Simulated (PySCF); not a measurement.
Structure with atom numbers: `[CH3:1][O:2][c:3]1[cH:4][cH:5][cH:6][c:7]([F:8])[cH:9]1` (H(Xn): hydrogen on atom n).

Non-relativistic Hamiltonian, no solvent model, one conformer, fast rotation and ring inversion assumed for equivalent nuclei. PBE0-D3(BJ)/def2-TZVP structure; σ from GIAO-B97-2/pcSseg-2; PySCF 2.14.0 with density-fitted response routines.

List the cross peaks expected in HSQC, COSY and HMBC spectra.

Answers



HSQC (one-bond C–H):
| δH | δC |
| --- | --- |
| 7.45 (H(C5)) | 137.2 (C5) |
| 6.93 (H(C4)) | 117.9 (C4) |
| 6.80 (H(C6)) | 111.4 (C6) |
| 6.66 (H(C9)) | 101.9 (C9) |
| 3.74 (H(C1)) | 57.0 (C1) |

COSY cross peaks (H two or three bonds apart, from the bond graph; peaks can be absent where the dihedral angle is near 90°):
| δH | δH |
| --- | --- |
| 7.45 (H(C5)) | 6.93 (H(C4)) |
| 7.45 (H(C5)) | 6.80 (H(C6)) |

HMBC (two and three bonds, from the bond graph):
| δH | δC |
| --- | --- |
| 7.45 (H(C5)) | 174.8 (C7), 169.5 (C3), 117.9 (C4), 111.4 (C6) |
| 6.93 (H(C4)) | 169.5 (C3), 137.2 (C5), 111.4 (C6), 101.9 (C9) |
| 6.80 (H(C6)) | 174.8 (C7), 137.2 (C5), 117.9 (C4), 101.9 (C9) |
| 6.66 (H(C9)) | 174.8 (C7), 169.5 (C3), 117.9 (C4), 111.4 (C6) |
| 3.74 (H(C1)) | 169.5 (C3) |

References, each an isolated molecule treated in the same way: TMS for 1H and 13C.

Short H···H contacts in this conformer between protons four or more bonds apart (candidates for NOE cross peaks, intensity ∝ r⁻⁶): H(C1)···H(C9) 2.30 Å.

Shifts are as computed. Against solution values, carbons near 30 ppm lie about +3 ppm off and those near 130 ppm about +7 ppm. Of 1309 compounds with measured shifts, 239 miss one by over three times the rms of a fit or turn the order of signals round; such compounds aren't used in these exercises.
